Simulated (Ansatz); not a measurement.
CH$_{6}$BFOSSi (`FCOB[SiH2]S`), relaxed with RKS PBE0-D4/def2-TZVP in the Gaussian-basis code of Ansatz from a PBE-D4/def2-SVP geometry. The force threshold is 0.005 eV/Å; the program also tests the step.

The species carries charge 0 and has multiplicity 1.

Start:

```xyz
12

F     1.116    2.419   -0.977
C    -0.057    2.328   -0.283
O    -0.049    1.149    0.492
B    -0.443   -0.037   -0.050
Si   -0.101   -1.764    0.938
S     1.505   -2.638   -0.261
H    -0.903    2.314   -1.009
H    -0.134    3.186    0.418
H    -0.924   -0.047   -1.177
H    -1.293   -2.685    1.020
H     0.494   -1.615    2.310
H     0.787   -2.610   -1.421
```

Q: By how much does the energy fall, and how many steps does the optimiser take? (Best estimate.)

A: The calculation gave: 5.65 kJ/mol, in 21 steps, 1 of them rejected.

Q: Which bonds change most? (An estimate is asked.)

A: Ansatz gave: Si5–S6 from 2.187 to 2.152 Å; S6–H12 from 1.365 to 1.344 Å; C2–H7 from 1.115 to 1.095 Å; B4–H9 from 1.226 to 1.207 Å.

Q: Give the relaxed structure. (Best estimate.)

A: Ansatz gave: 
```xyz
12

F     1.126    2.716   -0.700
C    -0.109    2.353   -0.260
O     0.002    1.158    0.447
B    -0.342   -0.024   -0.109
Si   -0.019   -1.744    0.900
S     1.366   -2.900   -0.274
H    -0.763    2.233   -1.130
H    -0.468    3.124    0.425
H    -0.809   -0.023   -1.221
H    -1.288   -2.496    1.120
H     0.663   -1.571    2.208
H     0.640   -2.825   -1.403
```
